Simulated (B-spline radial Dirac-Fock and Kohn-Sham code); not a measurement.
**Photoemission from Cl at 4000 eV, detector at θ = 90°, φ = 0°**

System: atomic chlorine in the configuration [Ne] 3s2 3p5. Calculated with a B-spline atomic structure program, using Dirac-Hartree-Slater photoionisation with a Latter tail; cross sections with all multipoles, angular parameters from the dipole term and its interference with E2. Thresholds are tabulated edges, those marked * orbital energies of the model. For linearly polarised light dσ/dΩ = σ/(4π) [1 + β P₂(cos θ) + (δ + γ cos²θ) sin θ cos φ], with θ from the polarisation vector and φ the angle between the beam and the projection of the electron momentum on the plane normal to the polarisation. The dipole factor is 1 + βP₂ and the non-dipole term is the rest of the bracket. Open shells are filled statistically over j.

| subshell | threshold (eV) | σ (kb) | β | γ | δ | dipole factor | non-dipole term | dσ/dΩ (kb/sr) |
| --- | --- | --- | --- | --- | --- | --- | --- | --- |
| 1s | 2822.0 | 38.0 | 2.00 | 0.54 | 0.000 | 0.000 | 0.000 | ≈ 0 |
| 2s | 270.0 | 2.36 | 2.00 | 0.96 | 0.000 | 0.000 | 0.000 | ≈ 0 |
| 2p1/2 | 202.0 | 0.414 | 0.76 | 0.89 | 0.136 | 0.622 | +0.136 | 0.0250 |
| 2p3/2 | 200.0 | 0.800 | 0.75 | 0.89 | 0.136 | 0.626 | +0.136 | 0.0485 |
| 3s | 24.17* | 0.248 | 2.00 | 0.99 | 0.000 | 0.000 | 0.000 | ≈ 0 |
| 3p1/2 | 11.85* | 0.0271 | 0.73 | 0.87 | 0.137 | 0.637 | +0.137 | 0.00167 |
| 3p3/2 | 11.72* | 0.0522 | 0.72 | 0.87 | 0.137 | 0.641 | +0.137 | 0.00323 |
